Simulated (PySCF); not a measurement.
Species: C5H12N2Si.
SMILES with atom numbers: `[CH3:1][SiH:2]([CH3:3])[N:4]1[CH2:5][CH2:6][CH:7]=[N:8]1` (hydrogens: H9, H10, H11 on C1; H12 on Si2; H13, H14, H15 on C3; H16, H17 on C5; H18, H19 on C6; H20 on C7)

The closed-shell ground state was solved at several levels (PySCF, density fitting, gas phase, non-relativistic). The structure is a single PBE0-D3(BJ)/def2-SVP conformer in the gas phase; no vibrational or solvent corrections.

```json
{"level": "KT3/pcSseg-1", "basis functions": "203", "HOMO (eV)": "-4.75", "LUMO (eV)": "-0.61", "gap (eV)": "4.14", "dipole (D)": "1.88"}
{"level": "wB97X-D/def2-SVPD", "basis functions": "260", "HOMO (eV)": "-7.67", "LUMO (eV)": "2.04", "gap (eV)": "9.71", "dipole (D)": "2.12"}
```

(1) What might PBE0/pcSseg-1 (203 basis functions) give for the same quantities?

(2) Over all these levels, which gives the widest orbital gap and which the narrowest?

(3) How far do the dipole and the HOMO energy spread over the levels?

Results:

(1) HOMO -5.83 eV, LUMO 0.38 eV, gap 6.21 eV, dipole 2.07 D.

(2) wB97X-D/def2-SVPD (range-separated hybrid) has the widest, 9.71 eV, and KT3/pcSseg-1 (GGA) the narrowest, 4.14 eV. Functional and basis both differ between the two, so the spread mixes both effects.

(3) The dipole runs from 1.88 to 2.12 D (mean 2.03 D) and the HOMO from -7.67 to -4.75 eV.
